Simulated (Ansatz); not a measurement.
Total energies of Zn8O8H22 from Ansatz at PBE0-D4/def2-TZVP, gas phase (1 Eh = 27.2114 eV = 2625.5 kJ/mol). The reference geometry is relaxed at PBE-D4/def2-SVP.

```
atom    x (Å)    y (Å)    z (Å)
 Zn1   3.3023  -1.3363   1.8732
  O2   2.9312  -0.8946  -1.4795
  O3   1.3619  -0.2745   1.1634
 Zn4   1.3837   1.1663  -0.2400
 Zn5   1.1634  -1.4736  -2.3164
  O6   0.2752   0.3720  -1.8458
  O7   0.0501   2.2532   0.8537
 Zn8  -1.6564   3.5925   0.8331
 Zn9  -1.7475   0.2554  -1.9640
 O10  -2.1867   3.4712  -1.1609
Zn11   0.9141  -2.2436   1.1553
 O12   0.1912  -2.4396  -0.7321
 O13  -0.8643  -2.2536   2.1570
Zn14  -1.4438   1.0611   1.6772
Zn15  -1.8620  -2.0541  -0.7044
 O16  -2.0696  -0.0638   0.0746
 H17   3.3107  -0.9498   3.3938
 H18   4.1297  -1.4514   0.4931
 H19   3.0604   0.0892  -1.4419
 H20   3.3813  -1.2089  -0.5982
 H21   1.0547   0.1119   2.0091
 H22   2.6779   1.7838  -0.9323
 H23   1.0039  -2.1358  -3.7195
 H24   0.5587   0.9731  -2.5636
 H25   0.5916   2.7028   1.5331
 H26  -1.3197   5.0463   1.3009
 H27  -2.6164   2.3082   1.4966
 H28  -2.4698   1.5037  -2.6366
 H29  -1.7781   4.1287  -1.7526
 H30  -2.2790   2.6248  -1.7077
 H31   2.2154  -3.0377   1.6200
 H32   0.2506  -3.3860  -0.9743
 H33  -1.1005  -1.3118   2.4279
 H34  -1.6167  -2.5808   1.5866
 H35  -1.0908   0.1520   2.9408
 H36  -2.0873  -1.4205  -2.2735
 H37  -2.5785  -3.0829   0.2726
 H38  -3.0406   0.0036   0.1811
```

| state | geometry | energy (Eh) |
| --- | --- | --- |
| charge 0 singlet | reference | -14848.08302 |
| charge 1 doublet | reference | -14847.75608 |
| charge -1 doublet | reference | -14848.08731 |
| charge -1 doublet | relaxed at PBE-D4/def2-SVP, loosely relaxed | -14848.11956 |
| free Zn atom (singlet) | – | -1779.14424 |
| free O atom (triplet) | – | -75.01860 |
| free H atom (doublet) | – | -0.50104 |

Single mean-field runs in def2-TZVP are fitted with def2-universal-jkfit.

**Question.** Work out the vertical ionisation energy to the doublet.

**Answer.** E(charge 1 doublet) − E(charge 0 singlet) = -14847.75608 − (-14848.08302) = 0.32694 Eh = 8.90 eV. For comparison, −ε of the highest occupied level is 7.33 eV at this level, 1.57 eV less.

**Question.** Work out the vertical electron affinity, to the doublet.

**Answer.** E(charge 0 singlet) − E(charge -1 doublet) = -14848.08302 − (-14848.08731) = 0.00429 Eh = 0.12 eV. The basis lacks diffuse functions, which makes affinities too small.

**Question.** Give the fundamental gap IE − EA, the Mulliken electronegativity (IE + EA)/2 and the hardness (IE − EA)/2.

**Answer.** From the values in Eh: IE − EA = 0.32694 − 0.00429 = 0.32265 Eh = 8.78 eV; (IE + EA)/2 = 4.51 eV; (IE − EA)/2 = 4.39 eV. The HOMO–LUMO gap of the same run is 6.22 eV, 2.56 eV smaller than the fundamental gap.

**Question.** How much does the charge -1 doublet relax, and what is the adiabatic electron affinity?

**Answer.** Relaxation: -14848.08731 − (-14848.11956) = 0.03225 Eh = 0.88 eV. Adiabatic electron affinity: 0.03654 Eh = 0.99 eV, without zero-point energy. Bonds change on the way (2 lost, 1 formed), so the relaxed form is another species. 

**Question.** What is the binding energy per atom against free atoms?

**Answer.** Atoms: 8 × (-1779.14424) + 8 × (-75.01860) + 22 × (-0.50104) = -14844.32560 Eh. Binding: -14844.32560 − (-14848.08302) = 3.75742 Eh = 102.24 eV, or 2.69 eV for each of 38 atoms (no zero-point energy, no counterpoise term).

At PBE0-D4/def2-TZVP the highest occupied level of the charge -1 doublet lies above zero (up to 1.00 eV). Energy differences disagree on whether the electron is bound (positive means bound): 0.12 eV (vertical, against the charge 0 singlet, at PBE0-D4/def2-TZVP), but -0.75 eV at LC-ωPBE (ω = 0.20 bohr⁻¹)/def2-SVP. The geometry of the relaxed charge -1 doublet is only loosely relaxed.
